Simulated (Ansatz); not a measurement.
Mulliken charges of `N[Si]1(F)[AlH][S]1` from ωB97M-V/def2-TZVPP in Ansatz (PBE0-D4/def2-TZVP geometry).

| atom | x (Å) | y (Å) | z (Å) | charge (e) |
| --- | --- | --- | --- | --- |
| N1 | 0.444 | 1.539 | 0.505 | -0.340 |
| Si2 | 0.498 | -0.083 | 0.017 | 0.556 |
| F3 | 2.070 | -0.372 | -0.085 | -0.306 |
| Al4 | -1.091 | -1.761 | 0.009 | 0.188 |
| S5 | -0.542 | -0.653 | -1.805 | -0.281 |
| H6 | 1.256 | 2.128 | 0.427 | 0.126 |
| H7 | -0.416 | 2.056 | 0.568 | 0.117 |
| H8 | -2.127 | -2.912 | 0.309 | -0.059 |

By hand: the dipole of these point charges (1 e Å = 4.8032 D).

Σ q r = (-0.325, 0.077, 0.475) e Å, of length 0.581 e Å = 2.79 D.

How does the dipole of the full density compare? (Best estimate.)

The calculation gave: (-0.298, 0.167, 0.360) e Å, 2.38 D; the point charges give 1.17 times that, at 13° from its direction.

Point charges leave out the atoms' own dipoles, such as those of lone pairs, and Mulliken's split depends on the basis, so the two needn't agree.
